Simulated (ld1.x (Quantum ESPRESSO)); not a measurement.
# Logarithmic derivatives: Hg (Z = 80), ultrasoft

```json
{
  "Element": "Hg (Z = 80)",
  "Generator": "ld1.x (Quantum ESPRESSO) 7.5",
  "Type": "ultrasoft",
  "Functional": "PBE",
  "Relativity": "scalar-relativistic",
  "Frozen core": "[Kr] 4d10 4f14 5s2",
  "Valence charge": "18",
  "Reference configuration": "5p6 5d10 6s1 6p0 (charge +1)",
  "Partial waves": "6s (bound): rcut 1.65, rcutus 2.20 bohr; 6s channel at -0.15 Ry: rcut 1.65, rcutus 2.20 bohr; 5p (bound): rcut 1.35, rcutus 1.50 bohr; 6p (bound, empty): rcut 1.35, rcutus 1.50 bohr; 5d (bound): rcut 1.00, rcutus 1.40 bohr; 5d channel at -0.85 Ry: rcut 1.00, rcutus 1.40 bohr",
  "Local potential": "all-electron potential smoothed inside 2.00 bohr (lloc = -1)",
  "Core correction": "Bessel-smoothed model core, default radius (core density twice the valence density)",
  "Augmentation charge": "built from norm-conserving waves at rcut, not smoothed further"
}
```

The phase is arctan(r·u′/u) with u = r·R(r), unwrapped; energies in Ry, scanned from -8 to 5 Ry. A pole is an energy at which the radial function vanishes at the test radius. The pseudo phase is shifted by a multiple of π to meet the all-electron one at the reference energy, and phase errors are pseudo minus all-electron; the curves can meet again beyond the range given. Levels narrower than the energy grid can be missing from the lists of poles.

Problem. For each channel, where are the poles, and over which energies does the pseudopotential scatter like the atom?

Solution.

```tsv
channel	radius (bohr)	reference energy (Ry)	poles, all-electron	poles, pseudo	unbroken range about the reference energy with phases within 0.05 rad	phase error 1 Ry above the reference energy (rad)
s	2.40	-1.08	1.43	1.43	the whole range	-0.000
p	2.40	-0.55	-5.50, 3.48	-5.50, -2.78	not even at the reference energy	+0.992
d	2.40	-1.38	-0.97	-0.97	the whole range	-0.000
```

A Bessel basis up to 400 Ry misses an occupied level by 1.01 Ry, so cutoffs and ghosts were not judged.

Phases in the s channel:

```tsv
E (Ry)	all-electron	pseudo
-8.00	1.405	1.403
-7.52	1.397	1.395
-7.04	1.389	1.387
-6.56	1.379	1.378
-6.08	1.368	1.367
-5.60	1.355	1.354
-5.12	1.339	1.339
-4.64	1.319	1.319
-4.16	1.294	1.294
-3.68	1.260	1.260
-3.20	1.211	1.210
-2.72	1.134	1.134
-2.24	0.997	0.996
-1.76	0.695	0.695
-1.28	-0.054	-0.054
-0.80	-0.886	-0.886
-0.32	-1.239	-1.239
0.16	-1.396	-1.396
0.64	-1.484	-1.474
1.12	-1.542	-1.541
1.60	-1.585	-1.585
2.08	-1.622	-1.621
2.56	-1.655	-1.655
3.04	-1.688	-1.689
3.52	-1.725	-1.727
4.00	-1.768	-1.774
4.48	-1.825	-1.839
4.96	-1.909	-1.943
```
